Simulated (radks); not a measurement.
The numbers below are computed, except where a source is named.
Problem. The thulium ion Tm8+ is in [Kr] 4d10 4f(5/2: 6, 7/2: 3) 5s2 5p(1/2: 2, 3/2: 2). Code: a radial shooting solver on a logarithmic mesh with Libxc functionals. Model: Dirac Kohn-Sham, PBE, spin-unpolarised, spherical densities, finite nucleus; Fermi nuclear charge, rms radius of each element as measured or else 0.836 A^(1/3) + 0.57 fm. Sub-shells are occupied by j as written (lower j first in brackets). One electron is removed from 5p1/2, 5p3/2, 4f5/2, 4f7/2 in turn, with full relaxation. Which removal costs least, and what does each cost?

Solution. 5p3/2 149.32 eV; 4f7/2 157.72 eV; 5p1/2 158.66 eV; 4f5/2 159.34 eV. The 5p3/2 electron leaves first.
